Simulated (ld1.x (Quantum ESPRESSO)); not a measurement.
Which change was made? (Hg, RRKJ)

| Property | Result |
| --- | --- |
| Element | mercury |
| Generator | ld1.x (Quantum ESPRESSO) 7.5 |
| Type | norm-conserving RRKJ (Kleinman–Bylander form) |
| Functional | PBEsol |
| Relativity | scalar-relativistic |
| Frozen core | [Xe] 4f14 |
| Valence charge | 12 |
| Reference configuration | 5d10 6s1.5 6p0.5 |
| Partial waves | 6s (bound): rc 2.15 bohr; 5d (bound): rc 1.95 bohr; 6p (bound): rc 2.35 bohr |
| Local potential | the p channel |
| Core correction | Bessel-smoothed model core inside 1.45 bohr |
| rho0 | 0.001 |

Cutoffs, loose and tight: the cutoffs (Ry, on a coarse ladder) from which the occupation-weighted sum of valence levels, in a spherical-Bessel basis at the reference potential, stays within 10 and 1 mRy of its value at 400 Ry. They do not see the model core or the augmentation charge, which bear on the density cutoff. Test errors are all-electron minus pseudo excitation energies from the reference, over the configurations 5d10 6s2 6p0; 5d10 6s1 6p0; 5d10 6s0 6p0; 5d9 6s2 6p0; 5d8 6s0 6p0; 5d9 6s0 6p0; 5d10 6s1 6p1; variants that change the core or the reference have their own tests.

The base gives: outcome: generated; cutoff, loose: 40 Ry; cutoff, tight: 45 Ry; bound ghosts: none; largest test error (meV): -819.

On the changes marked as counting shells twice: ld1.x takes every shell without a wave as core, so the model core holds the marked electrons as well and exchange and correlation see them twice. This cancels in the reference configuration, but the file is broken for other ones, and its errors say nothing about a proper core correction.

Problem. After one change the result is: outcome: generated; cutoff, loose: 50 Ry; cutoff, tight: 70 Ry; bound ghosts: none; largest test error (meV): -539. Which change was it?
A. type TM; local potential the s channel; rho0 0
B. wave 5d (bound): rc 1.95 bohr becomes 5d (bound): rc 2.88 bohr
C. wave 6s (bound): rc 2.15 bohr becomes 6s (bound): rc 3.22 bohr
D. core [Kr] 4d10 4f14, valence charge 20; reference 5s2 5p6 5d10 6s2 6p0; waves now 5p (bound): rc 1.70 bohr; 5d (bound): rc 1.40 bohr; 5s (bound): rc 0.90 bohr; local potential the s channel; core correction a·sin(br)/r model core, default radius (core density twice the valence density) (6s counted twice)

Solution. A. The others give: core [Kr] 4d10 4f14, valence charge 20; reference 5s2 5p6 5d10 6s2 6p0; waves now 5p (bound): rc 1.70 bohr; 5d (bound): rc 1.40 bohr; 5s (bound): rc 0.90 bohr; local potential the s channel; core correction a·sin(br)/r model core, default radius (core density twice the valence density) (6s counted twice) → outcome: generated, misses its reference levels by 0.15 eV; cutoff, loose: 160 Ry; cutoff, tight: 260 Ry; bound ghosts: none; largest test error (meV): -1370 | wave 5d (bound): rc 1.95 bohr becomes 5d (bound): rc 2.88 bohr → outcome: generated; cutoff, loose: 25 Ry; cutoff, tight: 35 Ry; bound ghosts: none; largest test error (meV): -211 | wave 6s (bound): rc 2.15 bohr becomes 6s (bound): rc 3.22 bohr → outcome: generated; cutoff, loose: 40 Ry; cutoff, tight: 45 Ry; bound ghosts: none; largest test error (meV): -1027.
